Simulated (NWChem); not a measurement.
System: SiICl, singlet; SMILES Cl[Si]I

NWChem input:

```
start job
memory heap 200 mb stack 900 mb global 1100 mb
geometry units angstroms noautoz
  Si     1.047998    -1.121946     0.000000
  Cl    -0.556282    -2.460664     0.000000
  I     -0.099068     1.090005     0.000000
end
basis spherical
  * library def2-svp
end
ecp
  I library def2-ecp
end
dft
  xc b3lyp
  iterations 150
  vectors input atomic output neutral.movecs
end
task dft energy
charge 1
dft
  odft
  mult 2
  vectors input atomic output cation.movecs
end
task dft energy
```

Low-valent species are run as closed-shell singlets; no triplet was tried in these runs. All runs use the structure optimised with PBE0/def2-SVP. def2 effective core potentials on I; no spin-orbit coupling.

Ions are spin-unrestricted doublets at the neutral geometry; other ion states weren't tried.

Q: Give the results of this calculation. (B3LYP/def2-SVP with def2 effective core potentials on I, vertical spin-unrestricted ions.) Quantities: vertical ionisation energy, ΔSCF (eV); −ε(HOMO) (eV).

A: 
- vertical ionisation energy, ΔSCF (eV): 9.37
- −ε(HOMO) (eV): 7.09
